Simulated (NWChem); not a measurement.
System: GeBrF, singlet; SMILES [Br][Ge][F]

Here is an NWChem input.

```
start job
memory heap 200 mb stack 900 mb global 1100 mb
geometry units angstroms noautoz
  Ge     0.401586     0.987975     0.000000
  F     -1.250908     1.629285     0.000000
  Br    -0.057222    -1.336888     0.000000
end
basis spherical
  Ge library def2-svp
  F library def2-svp
  Br library def2-svp
end
dft
  xc xcamb88 1.00 lyp 1.0 hfexch 1.00
  cam 0.33 cam_alpha 0.0 cam_beta 1.0
  iterations 150
  mulliken
end
task dft energy
```

Low-valent species are run as closed-shell singlets; no triplet was tried in these runs. All runs use the structure optimised with PBE-D3(BJ)/def2-SVP.

Question: Predict the main results of this run. (LC-BLYP (range parameter 0.33 per bohr)/def2-SVP.) Quantities: energy (Ha); highest occupied level (eV); orbital gap (eV); dipole (D).

Answer: 
```json
{
  "energy (Ha)": "-4749.65",
  "highest occupied level (eV)": "-10.16",
  "orbital gap (eV)": "9.24",
  "dipole (D)": "2.26"
}
```
